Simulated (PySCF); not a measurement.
Compound: cis-Zr(NH3)2Cl4 (singlet state).
Bonds: Zr1–N2, Zr1–Cl6, Zr1–N7, Zr1–Cl11, Zr1–Cl12, Zr1–Cl13. Hydrogens: H3, H4, H5 on N2; H8, H9, H10 on N7.

Level of theory: PBE0-D3(BJ)/def2-SVP geometry optimisation, gas phase, def2 core potentials past Kr (PySCF).

Problem. What internal coordinates does the optimisation give?

Solution. 
```
                  bond  length (Å)
        Zr1–N2, Zr1–N7       2.412
     Zr1–Cl6, Zr1–Cl11       2.370
    Zr1–Cl12, Zr1–Cl13       2.422
N2–H3 and 5 like bonds       1.021
```

Bonds in one row agree within 0.01 Å and their mean is given. A selection of angles:
```
        angle  degrees
   N2–Zr1–Cl6    170.1
    N2–Zr1–N7     84.5
  N2–Zr1–Cl11     85.4
  N2–Zr1–Cl12     79.0
 Cl6–Zr1–Cl11    104.4
 Cl6–Zr1–Cl12     98.4
 Cl6–Zr1–Cl13     99.4
Cl12–Zr1–Cl13    150.6
    Zr1–N2–H3    104.2
    Zr1–N2–H4    114.3
     H3–N2–H4    106.8
     H4–N2–H5    109.8
    Zr1–N7–H9    115.1
```

N2 (nitrogen bonded to Zr and 3 H) is distorted tetrahedral (angles from 104.2° to 114.3°). The 4 Cl–Zr bonds span 2.370 Å (Zr1–Cl6) to 2.423 Å (Zr1–Cl13), a spread of 0.053 Å. Zr1 (zirconium bonded to 4 Cl and 2 N) has the three widest angles are 170.1°, 169.9° and 150.6°, the others run from 79.0° to 104.4°.

No frequency check.
